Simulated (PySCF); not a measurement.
Species: C₂H₁₃NOSi₃.
Geometry (PBE0-D3(BJ)/def2-SVP, Å), atoms numbered from 1 in this order:
```
atom  x, y, z in Å
C1     3.005    0.514   -0.996
C2     2.345   -0.613   -0.237
O3     0.956   -0.582   -0.459
Si4   -0.259   -1.136    0.530
N5    -1.573   -0.056    0.174
Si6   -1.192    1.468   -0.621
Si7   -3.228   -0.423    0.613
H8     2.793    0.427   -2.072
H9     2.626    1.487   -0.651
H10    4.096    0.492   -0.852
H11    2.751   -1.586   -0.571
H12    2.566   -0.528    0.845
H13   -0.648   -2.545    0.228
H14    0.218   -1.059    1.948
H15   -2.461    2.262   -0.593
H16   -0.774    1.301   -2.042
H17   -0.141    2.231    0.117
H18   -3.770    0.566    1.594
H19   -3.238   -1.779    1.243
H20   -4.126   -0.430   -0.582
```

Computed with PySCF at PBE0/pcSseg-1, non-relativistic, on one gas-phase PBE0-D3(BJ)/def2-SVP geometry that isn't relaxed in the solvent. The solvent is an IEF-PCM continuum (Bondi radii, 1.10 Å for H, scaled by 1.2). Specific hydrogen bonds and non-electrostatic terms are outside this model.

```
run  E − E(gas) (kJ/mol)  HOMO (eV)  HOMO–LUMO gap (eV)  dipole (D)
gas                 0.00      -7.52                7.66        1.49
  P                -4.71      -7.49                7.68        1.73
  Q                -6.50      -7.49                7.69        1.83
```

Question: The runs were made in acetone and chloroform. Which run belongs to which solvent?

Answer: P = chloroform, Q = acetone. The dielectric constants are 4.711 (chloroform), 20.49 (acetone), and the energy falls further as ε rises. In this model the ground state sees the solvent through ε alone.

Question: How constant is the ratio of the lowering to (ε − 1)/(2ε + 1)?

Answer: 
```
   solvent  (ε − 1)/(2ε + 1)  E − E(gas) (kJ/mol)  ratio (kJ/mol)  polarisation term (kJ/mol)
chloroform             0.356                -4.71           -13.2                       -5.08
   acetone             0.464                -6.50           -14.0                       -7.27
```

The ratio changes by +5.8 % in size from chloroform to acetone. The polarisation term is half the interaction of the solute with the induced surface charges.
